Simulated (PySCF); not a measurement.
# TDDFT excited states: C3H9As

Compound: trimethyl arsine, C₃H₉As.
Z-matrix (Å and degrees, PBE0-D3(BJ)/def2-TZVP geometry), rows numbered from 1:
```
C 
As  1  1.9648
C   2  1.9649  1   96.89
C   2  1.9653  1   96.91  3   -97.92
H   1  1.0919  2  111.15  3    49.04
H   1  1.0908  2  109.31  3   -71.71
H   1  1.0908  2  109.33  3   169.81
H   3  1.0918  2  111.02  1   -49.29
H   3  1.0908  2  109.39  1  -170.05
H   3  1.0909  2  109.39  1    71.43
H   4  1.0920  2  111.11  1    52.19
H   4  1.0910  2  109.38  1   172.92
H   4  1.0908  2  109.34  1   -68.55
```

Level of theory: TDDFT CAM-B3LYP/aug-cc-pVTZ, vertical, gas phase, core orbitals frozen in the response in PySCF. Isolated species at its PBE0-D3(BJ)/def2-TZVP geometry, gas phase. The CAM-B3LYP/aug-cc-pVTZ calculation is non-relativistic and has no spin–orbit coupling, an omission that weighs most on arsenic.

Task: Predict the UV-vis stick spectrum at this level.

Result: 

```csv
state,E (eV),E (kJ/mol),λ (nm),f,"main configurations (H = HOMO, L = LUMO)"
S1,5.85,564,212.1,0.0016,H→L (86%)
S2,6.02,581,205.9,0.107,"H→L+1/L+2 (≥68%), H→L+10 (15%)"
S3,6.02,581,205.9,0.106,"H→L+1/L+2 (≥68%), H→L+11 (15%)"
S4,6.33,611,195.7,0.216,"H→L+3 (79%), H→L+6 (9%)"
S5,6.95,670,178.5,0.0041,"H→L+6 (74%), H→L+3 (11%)"
S6,6.98,674,177.5,0.011,"H→L+4 (56%), H→L+10 (13%), H→L+1/L+2 (≥12%)"
S7,6.99,675,177.3,0.011,"H→L+5 (55%), H→L+11 (13%), H→L+1/L+2 (≥11%)"
S8,7.07,682,175.3,0.0002,"H→L+8 (50%), H→L+4 (28%)"
S9,7.07,683,175.3,0.0003,"H→L+7 (52%), H→L+5 (26%)"
```

Triplets (Tamm–Dancoff): T1 5.28 eV, H→L+1/L+2 (≥36%), H→L+10 (34%); T2 5.29 eV, H→L+1/L+2 (≥36%), H→L+11 (34%); T3 5.71 eV, H→L (80%).

The lowest singlet lies at 5.85 eV (212 nm, ultraviolet) and is very weak; its leading configuration is HOMO→LUMO (86%). The largest oscillator strength of a single state is 0.216. S2/S3, S6/S7 and S8/S9 lie within about 0.01 eV of each other in each set. Löwdin shares by element: HOMO arsenic 52%, carbon 35%; LUMO hydrogen 43% or more (atoms not listed hold the other 57%). Of the 9 states listed, 5 reach f = 0.01 and 2 stay under 0.0005. Orbital energies (eV): HOMO-3 -12.34, HOMO-2 -10.06, HOMO-1 -10.06, HOMO -7.79, LUMO 0.27, LUMO+1 0.54, LUMO+2 0.54. Weighted by f, the mean energy of these states is 6.23 eV. Orbitals of the list HOMO-3 to LUMO+2 that lie within 0.01 eV of each other are written together with a slash and their weights summed (≥ marks a lower bound); for degenerate orbitals outside that list single weights are arbitrary. Singlets were solved by full linear response, triplets in the Tamm–Dancoff approximation. The highest level found (7.43 eV, f 0.017 so far) is left out, since the window may have cut off a degenerate partner.
